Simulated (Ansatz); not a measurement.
C2H10GaP, SMILES `[CH3][GaH-]([CH3])[PH3+]`. Charge 0, multiplicity 1.

```
atom    x (Å)    y (Å)    z (Å)
  C1  -1.5079   0.8785   1.0242
 Ga2  -0.6908  -0.4349  -0.2275
  C3   0.4170  -1.9123   0.5135
  P4   1.2062   1.0461  -1.1713
  H5  -0.8188   1.1680   1.8213
  H6  -2.3815   0.4219   1.4990
  H7  -1.8509   1.7820   0.5153
  H8  -1.3695  -0.6427  -1.6478
  H9  -0.2437  -2.6777   0.9315
 H10   1.0314  -2.3960  -0.2491
 H11   1.0691  -1.5697   1.3206
 H12   2.0620   0.5136  -2.1591
 H13   2.2068   1.5807  -0.3299
 H14   0.8704   2.2424  -1.8405
```

What are the harmonic wavenumbers in cm⁻¹ at PBE0-D4/def2-TZVP (Ansatz, finite differences of forces, unscaled)? (Estimate.)

The calculation gave: 73, 87, 89, 108, 115, 146, 170, 279, 316, 532, 536, 550, 573, 665, 736, 762, 768, 988, 1120, 1121, 1217, 1221, 1450, 1452, 1456, 1460, 1883, 2455, 2473, 2478, 3042, 3042, 3120, 3120, 3133, 3133.

Is this a minimum?

Yes, all 36 modes are real.

Give the ideal-gas thermochemistry at 298.15 K and 1 bar (rigid rotor, harmonic oscillator; point group Cs, symmetry number 1).

Zero-point energy 274.3 kJ/mol; H(298) − E = 303.0 kJ/mol; entropy 409.0 J/(mol·K), of which translation 170.0, rotation 115.0, vibration 124.0; G(298) − E = 181.1 kJ/mol. Modes under 100 cm⁻¹ are hindered rotations or soft bends, so the harmonic entropy is rough.

And at 400, 500, 600, 800 and 1000 K?


```json
{"T (K)": "400", "H − E (kJ/mol)": "318.9", "S (J/mol/K)": "454.5", "G − E (kJ/mol)": "137.1"}
{"T (K)": "500", "H − E (kJ/mol)": "336.6", "S (J/mol/K)": "494.1", "G − E (kJ/mol)": "89.6"}
{"T (K)": "600", "H − E (kJ/mol)": "356.2", "S (J/mol/K)": "529.7", "G − E (kJ/mol)": "38.4"}
{"T (K)": "800", "H − E (kJ/mol)": "399.9", "S (J/mol/K)": "592.3", "G − E (kJ/mol)": "-74.0"}
{"T (K)": "1000", "H − E (kJ/mol)": "448.3", "S (J/mol/K)": "646.3", "G − E (kJ/mol)": "-198.0"}
```

Rotational constants (cm⁻¹)?

0.1331, 0.07345, 0.05597.
